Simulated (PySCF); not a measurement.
**(H2Ga-mu-SH)2**

Cartesian coordinates in Å; atom numbers follow the order of the lines, from 1:
```xyz
10

Ga    1.292   -0.247    0.936
H     2.452    0.734    1.208
H     1.214   -1.669    1.559
S     0.993   -0.497   -1.437
Ga   -1.003    0.772   -1.002
H    -2.211   -0.149   -1.331
H    -0.843    2.196   -1.575
S    -0.802    0.843    1.394
H     0.375   -1.677   -1.326
H    -1.465   -0.304    1.573
```

Method: GIAO KT1/def2-SVP magnetisability, rotational g tensor and spin-rotation constants, non-relativistic, gas phase in PySCF. Geometry: GFN2-xTB.

The calculation is non-relativistic, which matters for the atoms heavier than Zn.

**Question.** How diamagnetic is it, and how anisotropic?

**Answer.** Isotropic -1515 × 10⁻³⁰ J/T², or -91.2 × 10⁻⁶ cm³/mol; principal values -1663, -1575, -1307 × 10⁻³⁰ J/T², anisotropy 321 × 10⁻³⁰ J/T² (root of half the summed squared differences of the principal values). The susceptibility is in cgs units.

**Question.** Split it along the inertial axes a, b, c into diamagnetic and paramagnetic parts about the centre of mass, with the quadrupole moment.

**Answer.** 
```tsv
axis	χ (10⁻⁶ cm³/mol)	diamagnetic (10⁻⁶ cm³/mol)	paramagnetic (10⁻⁶ cm³/mol)	summed x² of all electrons (Å²)	quadrupole Θ (D Å)
a	-94.8	-630.8	536.0	191.8	-5.81
b	-100.1	-918.1	818.0	124.1	+3.15
c	-78.7	-1340.1	1261.4	24.6	+2.66
```
Anisotropies 2χaa − χbb − χcc = -10.9 and 2χbb − χaa − χcc = -26.7 × 10⁻⁶ cm³/mol. Θ is traceless in Buckingham's convention.

**Question.** And the rotational g tensor?

**Answer.** 
```tsv
axis	rotational constant (GHz)	g	nuclear part	electronic part
a	2.2253	-0.0164	0.5439	-0.5604
b	1.3283	-0.0098	0.5007	-0.5105
c	0.8658	-0.0150	0.4980	-0.5130
```
Asymmetric top; isotopes 69Ga, 1H, 32S; no vibrational averaging.
